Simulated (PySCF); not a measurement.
Compound: C₂H₁₁NSi₃.
SMILES with atom numbers: `[CH3:1]/[N:2]=[CH:3]/[SiH:4]([SiH3:5])[SiH3:6]` (hydrogens: H7, H8, H9 on C1; H10 on C3; H11 on Si4; H12, H13, H14 on Si5; H15, H16, H17 on Si6)

A linear-response calculation (PySCF, def2-SVPD basis, gas phase, vertical, core orbitals frozen in the response) gave these numbers; the functional is withheld.

Orbital energies (eV): HOMO-3 -10.51, HOMO-2 -9.77, HOMO-1 -9.02, HOMO -8.61, LUMO 0.10, LUMO+1 0.83, LUMO+2 1.12.

```csv
state,E (eV),f,"main configurations (H = HOMO, L = LUMO)"
S1,4.45,0.0037,H→L (88%)
S2,6.09,0.080,H-1→L (88%)
S3,6.54,0.063,"H-2→L (33%), H→L+1 (31%), H-1→L+1 (13%)"
S4,6.76,0.0017,"H→L+1 (30%), H-2→L (18%), H→L+2 (15%)"
S5,6.83,0.160,"H→L+2 (37%), H→L+1 (19%), H-1→L+1 (15%)"
S6,6.95,0.133,"H-1→L+1 (19%), H-1→L+2 (18%), H-1→L+4 (12%)"
```

Triplets (Tamm–Dancoff): T1 3.65 eV, H→L (86%); T2 4.54 eV, H-3→L (29%), H-2→L (26%), H-1→L (24%); T3 5.82 eV, H-1→L+1 (51%), H-1→L (15%), H→L+1 (13%); T4 5.98 eV, H-1→L (43%), H-1→L+1 (15%), H-2→L (9%).

Vertical ionisation energy by ΔSCF with the same functional: 9.18 eV. Mean static polarisability: 125.4 au.

Task: Which of these was used?
A. PBE
B. CAM-B3LYP
C. B3LYP
D. HF

Result: B. CAM-B3LYP is range-separated, 19% exact exchange at short range and 65% at long range (ω = 0.33 bohr⁻¹). In this run −ε(HOMO) = 8.61 eV differs from the ΔSCF value by -0.57 eV, and S1 differs from the orbital gap of 8.71 eV by -4.26 eV. The ratio −ε(HOMO)/IP is 0.94. Usual ranges for neutral molecules in this basis: 0.85 to 0.93 with CAM-B3LYP, 0.5 to 0.7 with PBE, 0.67 to 0.83 with B3LYP; Hartree–Fock can't fall below 1, since the ion's relaxation only lowers the ΔSCF value. The other options: PBE, a GGA without exact exchange; HF, time-dependent Hartree–Fock, 100% exact exchange; B3LYP, a global hybrid with 20% exact exchange.

Method: TDDFT CAM-B3LYP/def2-SVPD, vertical, gas phase, core orbitals frozen in the response (PySCF 2.14.0, density-fitted response routines). Geometry: PBE0-D3(BJ)/def2-SVP, one conformer, isolated molecule.

The values belong to the conformer `[CH3:1]/[N:2]=[CH:3]/[SiH:4]([SiH3:5])[SiH3:6]`: N2–C3–Si4–Si5 -8°.
